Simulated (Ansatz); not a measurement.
Several settings on one geometry of `C[Si](C)(C)O[Si](C)(C)O[Si](C)(C)O[Si](C)(C)O[Si](C)(C)O[Si](C)(C)C` (that of the charge 0 singlet, PBE-D4/def2-SVP). Ansatz on 2 threads of AMD EPYC 7R13 on a shared host and a share (18 GiB) of an NVIDIA H100 80GB HBM3; times are rough.

Cartesian coordinates in Å:
```
C -2.930 2.357 -1.119
Si -4.025 1.271 -0.033
C -4.399 2.123 1.608
C -5.629 0.830 -0.927
O -3.163 -0.139 0.292
Si -3.053 -1.783 0.566
C -3.307 -2.134 2.390
C -4.267 -2.702 -0.533
O -1.491 -2.251 0.171
Si -0.241 -1.707 -0.817
C -0.925 -0.981 -2.405
C 0.890 -3.172 -1.106
O 0.597 -0.487 -0.018
Si 0.867 -0.011 1.579
C -0.503 1.154 2.114
C 1.008 -1.524 2.676
O 2.329 0.801 1.617
Si 3.189 1.970 0.766
C 4.152 2.983 2.013
C 1.995 3.003 -0.262
O 4.298 1.225 -0.238
Si 4.434 -0.088 -1.292
C 4.312 -1.685 -0.297
C 6.120 0.063 -2.115
C 3.046 0.010 -2.568
H -2.782 1.902 -2.121
H -1.930 2.491 -0.657
H -3.380 3.360 -1.267
H -3.459 2.380 2.140
H -4.997 1.463 2.271
H -4.972 3.061 1.453
H -6.285 0.198 -0.293
H -5.423 0.273 -1.865
H -6.200 1.744 -1.195
H -2.583 -1.557 3.000
H -3.160 -3.211 2.613
H -4.330 -1.851 2.714
H -4.154 -3.799 -0.416
H -5.316 -2.436 -0.290
H -4.090 -2.453 -1.599
H -1.586 -0.124 -2.169
H -0.110 -0.622 -3.065
H -1.515 -1.736 -2.965
H 1.763 -2.882 -1.725
H 1.268 -3.571 -0.143
H 0.348 -3.988 -1.626
H -1.493 0.662 2.037
H -0.524 2.046 1.455
H -0.349 1.498 3.157
H 1.148 -1.242 3.739
H 0.093 -2.145 2.592
H 1.876 -2.144 2.372
H 4.798 3.729 1.506
H 3.470 3.523 2.703
H 4.802 2.321 2.620
H 2.541 3.715 -0.914
H 1.376 2.347 -0.909
H 1.311 3.588 0.388
H 4.450 -2.579 -0.941
H 5.083 -1.712 0.500
H 3.316 -1.759 0.185
H 6.293 -0.771 -2.828
H 6.203 1.015 -2.677
H 6.933 0.042 -1.360
H 3.081 -0.842 -3.279
H 3.110 0.949 -3.156
H 2.068 -0.009 -2.047
```

Totals from different functionals, basis sets or treatments of relativity can't be compared as stabilities.

The 6-31G sets use Cartesian d functions. B3LYP takes the VWN-RPA correlation. HSE06 is defined as in plane-wave codes, on full-range PBE exchange.

Scalar relativity in a set contracted without it gives distorted totals.

The spins typed aren't always the lowest for that charge.

Q: Give the basis size and estimate the energy, ⟨S²⟩, dipole and time of these runs.

```csv
run,method,charge,state,further keys
1,UKS B3LYP/STO-3G,-1,doublet,"final_grid: {core_spheres: 20, valence_spheres: 16, degree: 47}; scf: {omitted_lower_state_checks: [starts]}"
2,RKS B3LYP/STO-3G,0,singlet,accuracy: high; scf: {omitted_lower_state_checks: [starts]}; forces asked
3,UKS HSE06-D4/6-31G*,1,doublet,fitting: {mean_field: def2-universal-jkfit}; pseudopotentials: {relativity: scalar}; forces asked
4,RKS revPBE0-D3(BJ)/def2-mTZVP,0,singlet,fitting: {mean_field: def2-universal-jkfit}; nuclear_model: gaussian; forces asked
```

A: 
| run | functions | energy (Eh) | ⟨S²⟩ | dipole (D) | wall time |
| --- | --- | --- | --- | --- | --- |
| 1 | 191 | -2640.1924 | 0.75 | – | 16 s |
| 2 | 191 | -2640.4605 | – | 1.58 | 22 s |
| 3 | 483 | -2673.9633 | 0.75 | – | 1.9 min |
| 4 | 644 | -2672.2548 | – | 2.68 | 16 s |

The highest occupied level of an anion often lies above zero with these methods, and sets without diffuse functions describe the outer electron poorly.
